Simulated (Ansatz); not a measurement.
Z-matrix (Å, degrees):
```
C
C 1 1.490
H 1 1.095 2 110.2
H 1 1.091 2 110.4 3 120.8
H 1 1.094 2 110.4 3 -117.6
N 2 1.281 1 119.4 3 -122.7
B 2 1.551 1 125.5 3 67.4
H 6 1.025 2 111.6 1 176.8
H 7 1.195 2 119.7 1 -132.5
H 7 1.197 2 119.9 1 54.6
```

Charge 0, multiplicity 1.

(1) List the PBE0/def2-TZVPP orbital energies in eV (the Gaussian-basis code of Ansatz). (An estimate is asked.)

Answers

(1) Ansatz gave: Occupied: -391.38, -279.33, -278.18, -185.00, -25.56, -20.68, -16.28, -15.00, -12.42, -12.19, -11.51, -10.72, -10.22, -8.74, -7.41. Lowest empty: -2.03, 0.02, 1.17, 2.26, 2.44, 2.97, 3.10, 3.45.
